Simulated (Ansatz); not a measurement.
Isolated molecules relaxed with PBE0-D4/def2-TZVP in Ansatz; ΔE leaves out vibrations. CCSD(T)/CBS adds triple-zeta CCSD(T) − MP2 to the extrapolated MP2 energy (def2 sets, frozen cores). This one scheme is used for every species. DFT in def2-TZVPP. B3LYP here is the variant with VWN-RPA as its local correlation; programs differ in this. HSE06 is defined as in plane-wave codes. For Ga outer-core shells are correlated without core-valence functions, which leaves a few kJ/mol of doubt a bond. Scalar relativity is left out up to krypton. Each species was taken in one conformer, which may not be the lowest.

Consider the hydrogenolysis of a Ga–C bond: `[CH3][GaH][CH2]O` + H₂ → `[CH3][GaH2]` + CH₃OH.

| level | ΔE (eV) |
| --- | --- |
| revPBE-D4 | -0.38 |
| B3LYP-D4 | -0.48 |
| PBE0 | -0.54 |
| HSE06 | -0.54 |
| CAM-B3LYP | -0.59 |
| HF/def2-SVP | -0.88 |
| CCSD(T)/def2-SVP | -0.60 |
| MP2/CBS(def2) | -0.38 |

Question: What does CCSD(T)/CBS give? (Estimate.)

Answer: Ansatz gave: -0.44 eV. The listed levels differ from it by 0.06, -0.04, -0.10, -0.10, -0.15, -0.44, -0.16, 0.06 eV.

Largest T1 diagnostic among the species: 0.012.

From r2SCAN to r2SCAN0 (25 % exact exchange), in def2-TZVPP and without D4, ΔE moves by −0.07 eV. The D4 term adds +0.09 eV with B3LYP and +0.05 eV with PBE0; it sums over pairs of atoms, weighted by their polarisabilities, and B3LYP, whose exchange is more repulsive, gets the larger term. In def2-TZVPP, CCSD(T) changes the Hartree–Fock value by +0.36 eV (the triples alone add +0.06 eV) and MP2 by +0.41 eV.
